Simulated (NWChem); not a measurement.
CrNH$_{2}$SOCl; SMILES [NH2][Cr](=[O])(=[S])[Cl]

```xyz
7

Cr    -0.2753     0.1011     0.1009
O     -0.9886     0.1885     1.4451
S      1.1113     1.4944    -0.0749
Cl     0.6305    -1.8318    -0.0915
N     -1.4651     0.3338    -1.1673
H     -2.4588     0.2143    -0.9817
H     -1.2707     0.7431    -2.0776
```
Atoms are numbered in this order, from 1.

Computed with NWChem. Medium grid unless said otherwise, to which SCAN and Minnesota functionals are sensitive. Geometry: optimised at PBE0/def2-SVP. Not confirmed as a minimum by frequencies.

**Question.** Among these, which level gives the highest value of “orbital gap (eV)”?
A) LC-BLYP (range parameter 0.33 per bohr)/def2-SVP
B) B3PW91/def2-SVP
C) BP86/def2-SVP
D) MN15-L/def2-SVP

**Answer.** A, LC-BLYP (range parameter 0.33 per bohr)/def2-SVP. Values: BP86/def2-SVP 2.01; MN15-L/def2-SVP 2.43; B3PW91/def2-SVP 3.50; LC-BLYP (range parameter 0.33 per bohr)/def2-SVP 8.04
